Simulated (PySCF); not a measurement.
## Radial density of In⁻ (indium, charge -1)

PBEsol, [Kr] 4d10 5s2 5p2, high-spin 3P determinant. Computed with PySCF 2.14 in aug-cc-pVQZ-DK3 (9s8p6d3f2g, 102 functions), with the spin-free X2C one-electron Hamiltonian (Gaussian nucleus).

| r (bohr) | 4πr²ρ (e/bohr) | 4πr²(ρα − ρβ) |
| --- | --- | --- |
| 0.0322 | 56.59 | 0.0038 |
| 0.0542 | 59.72 | 0.0082 |
| 0.0911 | 80.41 | 0.0032 |
| 0.153 | 57.66 | -0.0047 |
| 0.258 | 65.17 | 0.0121 |
| 0.434 | 33.02 | 0.0005 |
| 0.729 | 21.26 | 0.0262 |
| 1.23 | 12.56 | -0.0123 |
| 2.06 | 2.776 | 0.2722 |
| 3.47 | 0.8863 | 0.4189 |
| 5.84 | 0.2309 | 0.2019 |
| 9.82 | 0.05623 | 0.0561 |
| 16.5 | 0.006184 | 0.0062 |

Densities and radii are taken from the X2C orbitals without a picture-change correction, which distorts them close to the nucleus.

At PBEsol the highest occupied level has a positive energy, so only the finite basis holds that electron; in a semilocal or global hybrid functional this comes from self-interaction and does not mean that the real anion is unbound.

(1) Where is the radial spin density 4πr²(ρα − ρβ) most negative, and why is it negative at all?

Answers

(1) Around r = 1.23 bohr, down to -0.0123 e/bohr: exchange with the open shell polarises the paired shells in an unrestricted calculation.
